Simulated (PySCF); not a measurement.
C4H5Cl2F.
SMILES with atom numbers: `[F:1][CH2:2]/[CH:3]=[CH:4]\[CH:5]([Cl:6])[Cl:7]` (hydrogens: H8, H9 on C2; H10 on C3; H11 on C4; H12 on C5)

Structure used (PBE0-D3(BJ)/def2-SVP), in Å, numbered top down from 1:
```
atom  x, y, z in Å
F1     2.1376   -1.0269   -0.6399
C2     0.9888   -0.9233    0.1023
C3     0.2998    0.3606   -0.2192
C4    -1.0016    0.6332   -0.0866
C5    -2.0600   -0.3148    0.3807
Cl6   -1.6761   -1.0498    1.9655
Cl7   -2.3789   -1.5994   -0.8306
H8     1.2560   -0.9461    1.1750
H9     0.3434   -1.7930   -0.1013
H10    0.9669    1.1527   -0.5760
H11   -1.3630    1.6325   -0.3464
H12   -3.0172    0.1985    0.5186
```

Linear response at B3LYP/def2-SVPD (PySCF, frozen core in the response, non-relativistic). Geometry: PBE0-D3(BJ)/def2-SVP, one conformer, isolated molecule.

Static isotropic polarisability: 78.70 au (11.66 Å³), principal values 71.2, 76.7, 88.2 au.

Q: What is the polarisability at 1064 nm and at the sodium D line?

A: 79.42 au at 1064 nm (+0.9 %), 81.16 au at 589.3 nm (+3.1 %). The rise at 589.3 nm is 3.41 times that at 1064 nm; a pure ω² law gives 3.26. The lowest singlet lies at 214 nm, shorter than both wavelengths.

Q: What is the isotropic C6 coefficient between two such molecules, C6 = (3/π)∫α(iω)² dω?

A: 2572 au (Eh·bohr⁶) by a ten-point quadrature over imaginary frequencies, which is 1540 eV·Å⁶ or 148 J·nm⁶/mol.

Q: Which effective excitation energy ω̄ makes London's formula C6 = (3/4)α²ω̄ exact here?

A: ω̄ = 4·C6/(3α²) = 0.554 Eh = 15.1 eV. A one-pole form α(ω) = α/(1 − ω²/ω̄²) fitted to the 1064 nm value gives 12.2 eV.

Q: The lowest 6 singlets have (eV, f): 5.80, 0.137; 5.98, 0.008; 6.07, 0.001; 6.25, 0.056; 6.59, 0.006; 6.68, 0.008. What share of the static polarisability do they carry in the sum over states α = Σ f/ω²?

A: 4.49 au, 5.7 % of α; the largest term, 3.01 au, is that of the state at 5.80 eV. Their oscillator strengths add up to 0.22. Higher states carry the rest.

Q: What does −C6/R⁶ come to at R = 10 Å between centres?

A: -150 J/mol. This is the leading, orientation-averaged term; C8 and higher terms are left out.

Q: What n − 1 at the D line would an ideal gas of it have at 273.15 K and 1 atm (2.6868 × 10¹⁹ cm⁻³), by n − 1 = 2π·N·α′?

A: 20.30 × 10⁻⁴, a formal value whether or not that pressure can be reached.
